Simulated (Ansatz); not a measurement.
Reaction (isomerisation): `N[CH]([SiH3])[GeH3]` → `C[N]([SiH3])[GeH3]`

Isolated molecules relaxed with PBE0-D4/def2-TZVP in Ansatz; ΔE leaves out vibrations. CBS: MP2 limit from def2 TZ/QZ plus the TZ coupled-cluster correction, frozen cores. DFT in def2-TZVPP. For Ge outer-core shells are correlated without core-valence functions, which leaves a few kJ/mol of doubt a bond. Scalar relativity is left out up to krypton. Each species was taken in one conformer, which may not be the lowest.

CCSD(T)/CBS gives -0.83 eV.

(1) Another level gave -1.05 eV. Which?
A. PBE/def2-TZVPP
B. HF/def2-TZVPP
C. CCSD/def2-TZVPP
D. PBE0-D4/def2-TZVPP

Largest T1 diagnostic among the species: 0.011.

Answers

(1) B. HF/def2-TZVPP -1.05, CCSD/def2-TZVPP -0.88, PBE -0.71, PBE0-D4 -0.76 eV.

From PBE to PBE0 (25 % exact exchange), in def2-TZVPP and without D4, ΔE moves by −0.05 eV. In def2-TZVPP, CCSD(T) changes the Hartree–Fock value by +0.19 eV (the triples alone add +0.02 eV) and MP2 by +0.15 eV.
